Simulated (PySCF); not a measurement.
C2H6N, SMILES C[N]C, multiplicity 2.

Geometry: ωB97X-D3(BJ)/def2-TZVP. The isomer is the one that the SMILES or the coordinates give; other isomers of the formula were not compared.

Level of theory: PySCF with TDA-PBE/def2-SVPD.

Vertical excitations. Gas-phase values at a fixed geometry.

```
state    energy (eV)  λ (nm)      f                             main pairs
-------  -----------  ------  -----  -------------------------------------
root 1          2.16     575  0.000                      β HOMO→LUMO 100 %
root 2          5.38     230  0.000                     β HOMO−1→LUMO 99 %
root 3          5.66     219  0.015                      α HOMO→LUMO 100 %
root 4          5.86     212  0.005  α HOMO−1→LUMO 8 %, β HOMO→LUMO+1 91 %
root 5          6.30     197  0.053                     β HOMO−2→LUMO 97 %
root 6          6.32     196  0.017  α HOMO−1→LUMO 90 %, β HOMO→LUMO+1 8 %
root 7          6.53     190  0.000                    α HOMO→LUMO+1 100 %
root 8          6.69     185  0.008                     β HOMO→LUMO+2 97 %
root 9          7.12     174  0.017                   α HOMO−1→LUMO+1 97 %
root 10         7.29     170  0.000                     β HOMO−3→LUMO 98 %
```
Unrestricted roots are not spin-pure.
